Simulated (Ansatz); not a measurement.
**Relative stability**

Two relaxed structures of H$_{2}$SeSO, closed shell (PBE0-D4/def2-TZVP; forces vanish, vibrations not checked).

A:

O1  (-0.804, -1.317, 0.024)
Se2  (1.520, 0.691, 0.040)
S3  (-0.083, -0.282, -1.043)
H4  (-1.477, -0.826, 0.509)
H5  (0.763, 1.864, 0.523)
(Å)

B:

O1  (-0.836, -1.354, 0.060)
Se2  (-0.045, -0.250, -1.117)
S3  (1.529, 0.684, 0.041)
H4  (-1.500, -0.841, 0.533)
H5  (0.852, 1.761, 0.483)
(Å)

Computed with Ansatz 0.2.0 (basis: def2-TZVPP); correlated methods freeze the cores. Filled d shells of the heavier atoms are correlated. The def2 sets are not built for correlating such inner shells, so the correlated values are less sure here. B3LYP uses VWN-RPA correlation.

Q: Which structure is lower at CCSD(T), and by how much? (An estimate is asked for; the value comes from the calculation.)

A: The calculation gives: B, by 22.5 kJ/mol (electronic energy, against the other). By their contacts, A is H₂SeSO ([OH][S][SeH]) and B is H₂SeSO ([OH][Se][SH]).

All methods give the same order:

```json
{"method": "PBE-D4", "E(B) − E(A) (kJ/mol)": "-18.8"}
{"method": "r2SCAN-D4", "E(B) − E(A) (kJ/mol)": "-18.5"}
{"method": "PBE0-D4", "E(B) − E(A) (kJ/mol)": "-17.6"}
{"method": "B3LYP-D4", "E(B) − E(A) (kJ/mol)": "-19.9"}
{"method": "wB97M-V", "E(B) − E(A) (kJ/mol)": "-18.8"}
{"method": "HF", "E(B) − E(A) (kJ/mol)": "-18.5"}
{"method": "MP2", "E(B) − E(A) (kJ/mol)": "-24.7"}
{"method": "CCSD", "E(B) − E(A) (kJ/mol)": "-21.8"}
{"method": "CCSD(T)", "E(B) − E(A) (kJ/mol)": "-22.5"}
```

No T1 diagnostic of these runs exceeds 0.013.

Labels in which every atom is bracketed show which atoms are joined, not bond orders.

For scale, one of the runs: CCSD(T)/def2-TZVPP, 149 basis functions, launched by `ansatz run in.yaml --threads 2 --pin off --events-out ev --progress --plain --max-ram 4352MiB`. Time: 33 s of wall clock on 2 CPU threads of an Arm Neoverse V1; the host was shared. Peak host memory: 0.96 GiB.
